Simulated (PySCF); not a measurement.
## Electron correlation in Te⁺ (tellurium, charge +1)

[Kr] 4d10 5s2 5p3, high-spin 4S determinant. Computed with PySCF 2.14 in cc-pVDZ-PP with ECP28MDF, with a scalar-relativistic core potential. Frozen: 4s2 4p6 4d10; 5 electrons correlated.

MP2 pair energies summed by pair of shells (mhartree):

| pair | energy | share (%) |
| --- | --- | --- |
| 5s-5p | -30.95 | 65.8 |
| 5p-5p | -10.97 | 23.3 |
| 5s-5s | -5.14 | 10.9 |

Total MP2 correlation energy: -47.07 mhartree.

Same-spin part -12.67 and opposite-spin part -34.40 mhartree; SCS-MP2 scales them by 1/3 and 6/5 to -45.50 mhartree.

| level | correlation energy (mhartree) |
| --- | --- |
| CCSD | -59.89 |
| (T) | -0.53 |
| CCSD(T) | -60.42 |

Diagnostics: T1 = 0.0021, D1 = 0.0043, largest double amplitude 0.060.

Cost of the coupled-cluster step: 0.06 s of wall time on 1 thread of AMD EPYC 9R45 96-Core Processor (shared host), for 5 correlated electrons.

Iterations:

```
CC2 = 0
CCSD nocc = (np.int64(4), np.int64(1)), nmo = (14, 14)
frozen orbitals [[0, 1, 2, 3, 4, 5, 6, 7, 8], [0, 1, 2, 3, 4, 5, 6, 7, 8]]
max_cycle = 100
direct = 0
conv_tol = 1e-08
conv_tol_normt = 1e-06
diis_space = 8
diis_start_cycle = 0
Init t2, MP2 energy = -0.0470657849114198
Init E_corr(UCCSD) = -0.047065784914621
cycle = 1  E_corr(UCCSD) = -0.0570265274144226  dE = -0.0099607425  norm(t1,t2) = 0.0373867
cycle = 2  E_corr(UCCSD) = -0.0591628303460686  dE = -0.00213630293  norm(t1,t2) = 0.0098633
cycle = 3  E_corr(UCCSD) = -0.0598975843936713  dE = -0.000734754048  norm(t1,t2) = 0.00315478
cycle = 4  E_corr(UCCSD) = -0.0598858946717973  dE = 1.16897219e-05  norm(t1,t2) = 0.000334196
cycle = 5  E_corr(UCCSD) = -0.0598864197405158  dE = -5.25068719e-07  norm(t1,t2) = 2.82516e-05
cycle = 6  E_corr(UCCSD) = -0.059886126362981  dE = 2.93377535e-07  norm(t1,t2) = 5.26554e-06
cycle = 7  E_corr(UCCSD) = -0.0598862953617012  dE = -1.6899872e-07  norm(t1,t2) = 8.54323e-07
cycle = 8  E_corr(UCCSD) = -0.0598862448127094  dE = 5.05489918e-08  norm(t1,t2) = 1.69071e-07
cycle = 9  E_corr(UCCSD) = -0.0598862485350747  dE = -3.72236528e-09  norm(t1,t2) = 2.65377e-08
UCCSD converged
E(UCCSD) = -266.7742600869247  E_corr = -0.05988624853507466
UCCSD(T) correction = -0.00053406917723406
```
